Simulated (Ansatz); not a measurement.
Mulliken charges of `B[C](=C)[AlH][F]` from r2SCAN/def2-TZVPP in Ansatz (PBE0-D4/def2-TZVP geometry).

```
atom   x (Å)   y (Å)   z (Å)  charge (e)
  B1  -1.480  -0.592  -0.379       0.008
  C2  -0.060  -0.148   0.039      -0.319
  C3   0.654  -1.010   0.793      -0.004
 Al4   0.815   1.525  -0.399       0.655
  F5   0.035   2.658  -1.311      -0.363
  H6  -2.196   0.103  -1.041       0.011
  H7  -1.878  -1.669  -0.027      -0.014
  H8   1.666  -0.803   1.148       0.084
  H9   0.248  -1.977   1.092       0.082
 H10   2.279   1.864   0.089      -0.140
```

**Question.** By hand: the dipole of these point charges (1 e Å = 4.8032 D).

**Answer.** Σ q r = (0.369, -0.385, 0.358) e Å, of length 0.642 e Å = 3.08 D.

**Question.** How does the dipole of the full density compare? (Best estimate.)

**Answer.** Ansatz gave: (0.259, -0.335, 0.283) e Å, 2.45 D; the point charges give 1.26 times that, at 5° from its direction.

Point charges leave out the atoms' own dipoles, such as those of lone pairs, and Mulliken's split depends on the basis, so the two needn't agree.
